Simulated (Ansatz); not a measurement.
Molecule: sum formula HBO2Br, net charge 0, doublet state. It need not be the lowest isomer of its formula. 
Coordinates optimised at B3LYP-D3(BJ)/def2-TZVP (Ansatz, a first-principles code):
```xyz
5

O     -0.6876     1.7079     0.4230
B     -0.9156     0.4348     0.1587
O     -2.0490    -0.2895     0.0775
Br     0.8379    -0.3924    -0.1441
H     -2.8548     0.2145     0.2439
```
Charge 0, spin multiplicity 2.

Dipole moments at this geometry, in debye (magnitudes).

```csv
level,program,dipole (D)
PBE/def2-TZVPD,Ansatz,1.59
BLYP/def2-TZVPD,Ansatz,1.58
revPBE/def2-TZVPD,Ansatz,1.60
r2SCAN/def2-TZVPD,Ansatz,1.79
B97M-V/def2-TZVPD,Ansatz,1.79
B3LYP/def2-TZVPD,Ansatz,1.73
PBE0/def2-TZVPD,Ansatz,1.85
r2SCAN0/def2-TZVPD,Ansatz,2.06
HSE06/def2-TZVPD,Ansatz,1.84
LC-wPBE/def2-TZVPD,Ansatz,2.10
wB97M-V/def2-TZVPD,Ansatz,1.99
wB97X-V/def2-TZVPD,Ansatz,2.02
CCSD(T)/aug-cc-pVDZ,Ansatz,1.94
```
